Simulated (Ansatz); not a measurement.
Cartesian coordinates in Å:
```
C 0.4321 0.0871 0.8225
B -0.5109 0.3825 -0.3792
Cl -1.5379 1.8144 -0.3459
Se -0.6757 -0.7009 -1.9685
H 1.1203 0.9278 0.9620
H -0.1553 0.0237 1.7446
H 1.0174 -0.8265 0.7188
H 0.3101 -1.7080 -1.5543
```

Charge 0, multiplicity 1.

Q: List the CAM-B3LYP/def2-TZVPP orbital energies in eV (Ansatz). (Best estimate.)

A: Ansatz gave: Occupied: -12353.05, -2764.46, -1582.24, -1420.46, -1420.41, -1420.39, -278.54, -259.25, -214.84, -198.30, -198.18, -198.14, -187.58, -158.97, -158.82, -158.74, -59.77, -59.73, -59.66, -59.54, -59.54, -25.19, -22.11, -21.36, -15.20, -13.56, -13.30, -13.11, -11.93, -11.20, -10.87, -9.82, -8.83. Lowest empty: 0.14, 1.04, 1.76, 2.78, 3.50, 3.68, 3.72, 4.04.
